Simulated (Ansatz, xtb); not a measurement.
Pulling on the B1–F2 bond in BFHI (SMILES FBI) (multiplicity 1 held, fragments rigid). Energies count from the point at 1.312 Å.
Geometry at that point (charge 0, multiplicity 1):
```xyz
4

B     -0.2447    -1.3335     0.8064
F      0.7923    -1.7438     1.4967
H     -1.2601    -1.9458     0.8179
I     -0.0877     0.4586    -0.3457
```

Restricted levels (R-, RO-) in cc, def2 and unpolarised 6-31G sets keep to the state of the molecule at rest. U- levels take the lowest unrestricted solution at each point, which mixes spins at long bonds. Left out are points that failed, MP2 points that dive below the minimum, coupled-cluster points behind a jump of the amplitudes or a sharp parting from full CI or MRCI, small-basis points behind a change of solution, and semi-empirical points at long bonds. Levels need not reach the same state.

Cores are frozen in the correlated methods. Filled d and f shells under p-block atoms count as core.

Run with Ansatz (an electronic-structure program) with Gaussian orbitals; xtb for the GFN methods.  In def2 rows elements past Kr take small-core potentials, without spin–orbit coupling. The GFN methods have no spin term and hold the electronic entropy of 300 K.

Energies in kcal/mol.

```json
[
 {"R (Å)": "1.049", "GFN2-xTB": "65.4", "R-PBE/def2-TZVPP": "67.7", "U-MP2/def2-TZVPP": "67.0", "U-CCSD/def2-TZVPP": "66.0", "R-CCSD(T)/def2-TZVPP": "67.0"},
 {"R (Å)": "1.180", "GFN2-xTB": "9.4", "R-PBE/def2-TZVPP": "13.2", "U-MP2/def2-TZVPP": "12.4", "U-CCSD/def2-TZVPP": "11.9", "R-CCSD(T)/def2-TZVPP": "12.4"},
 {"R (Å)": "1.312", "GFN2-xTB": "0.0", "R-PBE/def2-TZVPP": "0.0", "U-MP2/def2-TZVPP": "0.0", "U-CCSD/def2-TZVPP": "0.0", "R-CCSD(T)/def2-TZVPP": "0.0"},
 {"R (Å)": "1.443", "GFN2-xTB": "7.5", "R-PBE/def2-TZVPP": "5.5", "U-MP2/def2-TZVPP": "6.8", "U-CCSD/def2-TZVPP": "7.3", "R-CCSD(T)/def2-TZVPP": "6.7"},
 {"R (Å)": "1.574", "GFN2-xTB": "…", "R-PBE/def2-TZVPP": "18.9", "U-MP2/def2-TZVPP": "21.6", "U-CCSD/def2-TZVPP": "22.7", "R-CCSD(T)/def2-TZVPP": "21.6"},
 {"R (Å)": "1.771", "GFN2-xTB": "41.7", "R-PBE/def2-TZVPP": "43.1", "U-MP2/def2-TZVPP": "48.4", "U-CCSD/def2-TZVPP": "50.1", "R-CCSD(T)/def2-TZVPP": "48.2"},
 {"R (Å)": "1.967", "GFN2-xTB": "…", "R-PBE/def2-TZVPP": "66.5", "U-MP2/def2-TZVPP": "74.4", "U-CCSD/def2-TZVPP": "76.7", "R-CCSD(T)/def2-TZVPP": "73.8"},
 {"R (Å)": "2.295", "GFN2-xTB": "88.9", "R-PBE/def2-TZVPP": "98.6", "U-MP2/def2-TZVPP": "141.2", "U-CCSD/def2-TZVPP": "114.4", "R-CCSD(T)/def2-TZVPP": "109.0"},
 {"R (Å)": "2.623", "GFN2-xTB": "108.6", "R-PBE/def2-TZVPP": "121.9", "U-MP2/def2-TZVPP": "163.0", "U-CCSD/def2-TZVPP": "141.1", "R-CCSD(T)/def2-TZVPP": "133.7"},
 {"R (Å)": "3.017", "GFN2-xTB": "123.1", "R-PBE/def2-TZVPP": "140.7", "U-MP2/def2-TZVPP": "170.2", "U-CCSD/def2-TZVPP": "156.4", "R-CCSD(T)/def2-TZVPP": "147.9"},
 {"R (Å)": "3.541", "GFN2-xTB": "…", "R-PBE/def2-TZVPP": "155.4", "U-MP2/def2-TZVPP": "172.7", "U-CCSD/def2-TZVPP": "161.4", "R-CCSD(T)/def2-TZVPP": "109.0"},
 {"R (Å)": "4.197", "GFN2-xTB": "136.0", "R-PBE/def2-TZVPP": "164.6", "U-MP2/def2-TZVPP": "173.3", "U-CCSD/def2-TZVPP": "162.4", "R-CCSD(T)/def2-TZVPP": "left out"}
]
```

Question: Some entries are withheld; supply them.

Answer: 
- 1.574, GFN2-xTB: 20.5
- 3.541, GFN2-xTB: 132.5
- 1.967, GFN2-xTB: 61.4

Doubts at one or more of the structures used: a restricted determinant that unrestricted orbitals would lower (R-PBE/def2-TZVPP, R-CCSD(T)/def2-TZVPP); a spin-contaminated determinant (U-MP2/def2-TZVPP, U-CCSD/def2-TZVPP); T1 above 0.05 (U-CCSD/def2-TZVPP, R-CCSD(T)/def2-TZVPP); other coupled-cluster roots lie near (R-CCSD(T)/def2-TZVPP).
